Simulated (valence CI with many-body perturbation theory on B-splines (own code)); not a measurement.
**E1 transitions of Yb39+**

Method: valence CI with perturbative core correlation (CI+MBPT): three valence electrons over a frozen Dirac-Fock core [Ar] 3d10, radial functions for each j: 11 s, 11 p, 9 d, 7 f, 5 g, 2 h, 1 i, with the one-electron correlation potential Σ1, the two-electron term Σ2, the three-electron term Σ3, Breit, model QED; selected CI, second order for the rest (own B-spline code, finite nucleus).

No measured spectrum was set against this ion. As an estimate, large intervals hold to a few tenths of a per cent, small ones and those within an open d or f shell to about a per cent.

Lines 101 to 150 of 278 in falling wavelength, among levels below 496.50 eV, chosen from the strongest by gf and those to the six lowest levels. Wavelengths and rates use the calculated energies. Electric multipoles are in the length gauge, E1 and E2 with the static RPA response of the core. Weak lines are less certain than strong ones. Lines between different terms over intervals too small for the method are left out, as are lines whose strength nearly cancels. The highest levels of a list are the least certain.

Levels are named by their leading jj configuration (3d3/2^4 stands for four electrons in 3d with j = 3/2), which in mixed levels can hold well under half, so a name can repeat and another be missing. Letters in brackets count levels of one name in rising energy.

```tsv
λ vac (Å)	Upper	Lower	A (s⁻¹)	S (a.u.) with core polarisation	S without
77.71	(4p1/2 4p3/2 4d5/2) J=3/2 [b]	(4p1/2 4p3/2^2) J=5/2	1.47e+11	1.36e-01	1.45e-01
77.69	(4s 4p3/2 4d5/2) J=3/2	(4s 4p3/2^2) J=3/2	4.54e+10	4.20e-02	4.46e-02
77.50	(4s 4p3/2 4d5/2) J=1/2	(4s 4p3/2^2) J=1/2	3.62e+11	1.66e-01	1.77e-01
77.29	(4p1/2 4p3/2 4d3/2) J=7/2	(4s 4p1/2 4d3/2) J=5/2	3.15e+10	5.74e-02	6.15e-02
77.22	(4s 4p1/2 4f5/2) J=7/2	(4s 4p1/2 4d5/2) J=5/2 [a]	5.05e+10	9.18e-02	9.73e-02
77.15	(4s 4p1/2 4f7/2) J=7/2 [b]	(4s 4p1/2 4d5/2) J=5/2 [b]	1.61e+11	2.91e-01	3.08e-01
76.96	(4s 4p3/2 4d3/2) J=3/2 [b]	(4s^2 4d3/2) J=3/2	1.74e+11	1.57e-01	1.67e-01
76.87	(4p1/2 4p3/2 4d5/2) J=5/2 [a]	(4p1/2 4p3/2^2) J=3/2 [a]	3.15e+10	4.24e-02	4.49e-02
76.80	(4s 4p1/2 4d5/2) J=5/2 [b]	(4s 4p1/2 4p3/2) J=5/2	1.71e+11	2.30e-01	2.44e-01
76.67	(4p1/2 4p3/2 4d5/2) J=7/2 [b]	(4p1/2 4p3/2^2) J=5/2	4.59e+11	8.17e-01	8.65e-01
76.64	(4s 4p1/2 4d5/2) J=5/2 [a]	(4s 4p1/2 4p3/2) J=3/2 [a]	2.28e+11	3.04e-01	3.22e-01
76.62	(4p1/2 4p3/2 4d5/2) J=5/2 [b]	(4s 4p1/2 4d5/2) J=5/2 [b]	2.85e+11	3.80e-01	4.04e-01
76.27	(4p1/2 4p3/2 4d3/2) J=3/2 [a]	(4s 4p1/2 4d3/2) J=5/2	7.94e+10	6.96e-02	7.41e-02
76.14	(4p1/2 4p3/2 4d5/2) J=5/2 [c]	(4p1/2 4p3/2^2) J=3/2 [b]	6.18e+11	8.08e-01	8.57e-01
76.11	(4p1/2 4p3/2 4d5/2) J=3/2 [a]	(4p1/2 4p3/2^2) J=3/2 [a]	3.01e+11	2.62e-01	2.78e-01
76.06	(4p1/2 4p3/2 4d5/2) J=9/2	(4s 4p1/2 4d5/2) J=7/2	3.09e+11	6.70e-01	7.09e-01
76.05	(4p1/2 4p3/2^2) J=1/2	(4s 4p1/2 4p3/2) J=1/2	8.28e+10	3.60e-02	3.83e-02
75.97	(4s 4p1/2 4f7/2) J=7/2 [b]	(4s 4p1/2 4d5/2) J=7/2	9.47e+10	1.64e-01	1.74e-01
75.97	(4s 4p3/2 4d5/2) J=5/2 [a]	(4s 4p3/2^2) J=5/2	3.26e+11	4.23e-01	4.49e-01
75.96	(4p1/2 4p3/2 4d5/2) J=7/2 [a]	(4s 4p1/2 4d5/2) J=5/2 [a]	1.18e+11	2.03e-01	2.15e-01
75.93	(4s 4p1/2 4f7/2) J=5/2	(4s 4p1/2 4d5/2) J=5/2 [a]	3.95e+10	5.11e-02	5.43e-02
75.87	(4s 4p3/2 4d5/2) J=3/2	(4s 4p3/2^2) J=1/2	2.79e+11	2.41e-01	2.55e-01
75.87	(4p3/2^3) J=3/2 [a]	(4s 4p3/2^2) J=5/2	1.28e+11	1.10e-01	1.17e-01
75.84	(4s^2 4f7/2) J=7/2	(4s 4p3/2^2) J=5/2	1.66e+11	2.85e-01	3.01e-01
75.67	(4p1/2 4p3/2 4d3/2) J=3/2 [b]	(4s 4p1/2 4d3/2) J=3/2 [b]	8.97e+10	7.67e-02	8.14e-02
75.50	(4s 4p3/2 4d5/2) J=5/2 [b]	(4s 4p3/2^2) J=3/2	5.69e+11	7.25e-01	7.69e-01
75.46	(4p1/2 4p3/2^2) J=5/2	(4s 4p1/2 4p3/2) J=3/2 [b]	3.80e+11	4.84e-01	5.14e-01
75.46	(4p1/2 4p3/2 4d5/2) J=5/2 [b]	(4s 4p1/2 4d5/2) J=7/2	2.57e+10	3.26e-02	3.48e-02
75.37	(4p1/2 4p3/2^2) J=3/2 [b]	(4s 4p1/2 4p3/2) J=1/2	4.60e+11	3.89e-01	4.13e-01
75.28	(4p1/2 4p3/2 4d3/2) J=5/2	(4s 4p1/2 4d3/2) J=3/2 [a]	2.32e+10	2.93e-02	3.14e-02
74.82	(4p1/2 4p3/2^2) J=1/2	(4s 4p1/2 4p3/2) J=3/2 [b]	3.25e+11	1.34e-01	1.43e-01
74.82	(4p1/2 4p3/2 4d5/2) J=5/2 [c]	(4p1/2 4p3/2^2) J=5/2	8.62e+10	1.07e-01	1.14e-01
74.74	(4p3/2^3) J=3/2 [a]	(4s^2 4d3/2) J=3/2	9.42e+10	7.76e-02	8.28e-02
74.70	(4p1/2 4p3/2 4d5/2) J=5/2 [a]	(4s 4p1/2 4d5/2) J=5/2 [a]	3.96e+10	4.89e-02	5.22e-02
74.62	(4s^2 4d5/2) J=5/2	(4s^2 4p3/2) J=3/2	4.74e+11	5.83e-01	6.19e-01
74.53	(4s 4p3/2 4d5/2) J=3/2	(4s^2 4d5/2) J=5/2	3.38e+11	2.76e-01	2.94e-01
74.52	(4s 4p1/2 4p3/2) J=3/2 [b]	(4s^2 4p1/2) J=1/2	2.31e+11	1.89e-01	2.01e-01
74.48	(4p1/2 4p3/2^2) J=3/2 [a]	(4s 4p1/2 4p3/2) J=3/2 [a]	2.02e+11	1.65e-01	1.75e-01
74.33	(4s 4p1/2 4f7/2) J=5/2	(4s 4p1/2 4d3/2) J=3/2 [b]	4.59e+10	5.58e-02	5.90e-02
74.30	(4s 4p3/2 4d5/2) J=7/2 [b]	(4s^2 4d5/2) J=5/2	8.48e+11	1.37e+00	1.46e+00
74.23	(4s 4p1/2 4f5/2) J=3/2	(4s 4p1/2 4d3/2) J=1/2	2.23e+11	1.80e-01	1.91e-01
74.17	(4p1/2^2 4p3/2) J=3/2	(4s 4p1/2^2) J=1/2	1.50e+11	1.20e-01	1.28e-01
74.16	(4p1/2 4p3/2^2) J=3/2 [b]	(4s 4p1/2 4p3/2) J=3/2 [b]	1.38e+11	1.11e-01	1.18e-01
74.07	(4p1/2 4p3/2 4d3/2) J=1/2 [b]	(4s 4p1/2 4d3/2) J=1/2	1.58e+11	6.32e-02	6.73e-02
73.97	(4p1/2 4p3/2 4d5/2) J=3/2 [a]	(4s 4p1/2 4d5/2) J=5/2 [a]	1.04e+11	8.30e-02	8.83e-02
73.82	(4s 4p1/2 4f7/2) J=7/2 [b]	(4s 4p1/2 4d5/2) J=5/2 [a]	2.38e+11	3.78e-01	4.01e-01
73.62	(4p1/2 4p3/2 4d3/2) J=3/2 [a]	(4s 4p1/2 4d3/2) J=3/2 [a]	1.57e+11	1.24e-01	1.32e-01
73.36	(4s 4p1/2 4d5/2) J=5/2 [b]	(4s 4p1/2 4p3/2) J=3/2 [a]	5.02e+10	5.87e-02	6.23e-02
73.34	(4s 4p1/2 4p3/2) J=1/2	(4s^2 4p1/2) J=1/2	4.70e+11	1.83e-01	1.95e-01
73.33	(4p1/2 4p3/2 4d5/2) J=5/2 [b]	(4s 4p1/2 4d5/2) J=5/2 [a]	2.94e+10	3.43e-02	3.64e-02
```
